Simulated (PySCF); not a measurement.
## Structure from NMR data

Molecular formula: C₄H₃F₃. Simulated spectra:

¹H NMR (300 MHz, computed): δ 3.06 (qd, J = 7.8, 3.8 Hz, 2H), 1.63 (t, J = 3.8 Hz, 1H).

¹³C{¹H} NMR (computed): δ 134.2 (q, J = 346.5 Hz), 80.6, 78.2 (q, J = 3.6 Hz), 29.0 (q, J = 32.8 Hz).

Method: coordinates at the GFN2-xTB level, couplings computed with B3LYP/pcJ-1 (spin–dipole term only in couplings to heteroatoms), shieldings: GIAO PBE0/pcSseg-1, in PySCF 2.14.0 with density-fitted response routines (in vacuum, no relativistic terms, equivalent nuclei averaged, a single conformation).

Shifts are taken against calculated references (same method and geometry level): ¹H (σ = 31.72 ppm), ¹³C (σ = 186.93 ppm) vs TMS.

**Question.** What is the structure?

**Answer.** 
1. The formula gives 2 degrees of unsaturation (no ring in the answer).
2. 4 carbon signals for 4 carbons: no two carbons are equivalent.
3. Carbon types of the structure: 2 × C, 1 × CH, 1 × CH2, which accounts for all hydrogens.
4. δC 134.2: CF3 carbon; 3 electronegative neighbours deshield it.
5. δC 80.6: terminal alkyne carbon; the triple bond shields along its axis, which puts it between sp3 and sp2 carbons.
6. δC 78.2: alkyne carbon; the triple bond shields along its axis, which puts it between sp3 and sp2 carbons.
7. δC 29.0: propargylic sp3 CH2; aliphatic region, no heteroatom directly attached.
8. δH 3.06: hydrogen on a propargylic sp3 CH2.
9. δH 1.63: hydrogen on a terminal alkyne carbon; it lies on the axis of the triple bond, in its shielding cone.

These data were computed for `C(#C)CC(F)(F)F`.

The shifts were computed for this structure.

C–F couplings over four or more bonds (about 3 Hz to the para carbon of a fluoroarene) are left out. Common functionals overestimate the size of one-bond C–F couplings by tens of Hz; these are unscaled. Splittings below 1 Hz are ignored in the labels, and close J values are merged. Shifts are as computed. Against solution values, carbons near 30 ppm lie about +3 ppm off and those near 130 ppm about +5 ppm. Of 1211 compounds with measured shifts, 218 miss one by over three times the rms of a fit or turn the order of signals round; such compounds aren't used in these exercises.
